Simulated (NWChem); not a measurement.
Species: Si$_{2}$H$_{4}$OClF; SMILES F[Si@](O)(Cl)[SiH3]

```xyz
9

O      1.3579     0.1081    -1.3464
Si     0.3905     0.0506    -0.0202
F      1.2770     0.3179     1.3113
Si    -0.6638    -2.0202     0.0860
Cl    -0.9870     1.5890    -0.0675
H      1.7881     0.9401    -1.5720
H      0.3544    -3.1099     0.1428
H     -1.5196    -2.1844    -1.1253
H     -1.5147    -2.0592     1.3112
```
Atoms are numbered in this order, from 1.

Level: PBE0/def2-SVP (NWChem), optimised geometry, unscaled harmonic frequencies. 

| frequency (cm⁻¹) | IR intensity (km/mol) |
|---|---|
| 100 | 0.3 |
| 104 | 2.6 |
| 136 | 2.7 |
| 197 | 33.1 |
| 250 | 17.8 |
| 266 | 51.2 |
| 322 | 81.4 |
| 443 | 39.3 |
| 518 | 35.5 |
| 528 | 18.7 |
| 593 | 143.5 |
| 783 | 214.9 |
| 852 | 248.7 |
| 902 | 36.8 |
| 926 | 20.2 |
| 929 | 63.0 |
| 970 | 126.3 |
| 2239 | 36.3 |
| 2253 | 69.0 |
| 2254 | 68.4 |
| 3911 | 133.5 |

```json
{
 "zero_point_energy": "27.8 kcal/mol",
 "thermal correction to the enthalpy at 298.15 K (with zero-point energy)": "33.5 kcal/mol",
 "heat capacity Cv": "26.7 cal/(mol K)",
 "entropy at 298.15 K and 1 atm (symmetry number 1)": "88.6 cal/(mol K)",
 "dipole_moment": "1.08 D"
}
```

Rigid rotor and harmonic oscillator; modes under 100 cm⁻¹ make the entropy uncertain.
